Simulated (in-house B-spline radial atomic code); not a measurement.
## The thulium ion Tm⁺: [Xe] 4f13 6s1

All numbers are computed (Dirac-Kohn-Sham B3LYP, spherical fractional occupations; Fermi nucleus of rms radius 5.2256 fm) with an all-electron radial atomic-structure program (B-spline basis), not measured.

Screening seen three ways: the hydrogenic charge with the same mean radius, Z_r = [3n² - l(l+1)]/(2<r>), the one with the same energy, Z_e = n√(-2ε), and Slater's rules. Values are occupation-weighted means over j. An effective charge above Z reflects the relativistic contraction of the inner shells.

```csv
shell,electrons,ε (eV),<r> (bohr),Z_r,Z_e,Slater
1s,2,-59320,0.02001,74.95,66.03,68.70
2s,2,-10035,0.08429,71.18,54.32,64.85
2p,6,-8908.7,0.07501,66.66,51.18,64.85
3s,2,-2271.6,0.2204,61.25,38.76,57.75
3p,6,-1924.8,0.2194,56.96,35.68,57.75
3d,10,-1473.6,0.1999,52.54,31.22,47.85
4s,2,-458.33,0.4979,48.20,23.22,41.25
4p,6,-342.92,0.5275,43.60,20.08,41.25
4d,10,-183.61,0.5724,36.69,14.69,29.85
5s,2,-62.559,1.236,30.35,10.72,12.20
5p,6,-35.434,1.472,24.80,8.07,12.20
4f,13,-11.64,0.8004,22.49,3.70,18.80
6s,1,-9.2341,3.63,14.87,4.94,3.20
```

The least bound orbital is 6s1/2 at -9.234 eV, and it is also the most diffuse (<r> = 3.63 bohr).

Spin-orbit splittings of the orbital energies (j = l + 1/2 above j = l - 1/2 when positive): 2p 980.8 eV, 3p 207.8 eV, 3d 45.34 eV, 4p 47.06 eV, 4d 8.609 eV, 5p 5.815 eV, 4f 1.247 eV.

For the 1s electron the small component carries 6.68 % of the norm, the zero-frequency Breit interaction raises the level by 193.1 eV, self-energy by 118.1 eV, and vacuum polarisation lowers it by 20.73 eV.

Caution: exact exchange at fractional occupations of open shells leaves self-interaction of up to several eV.
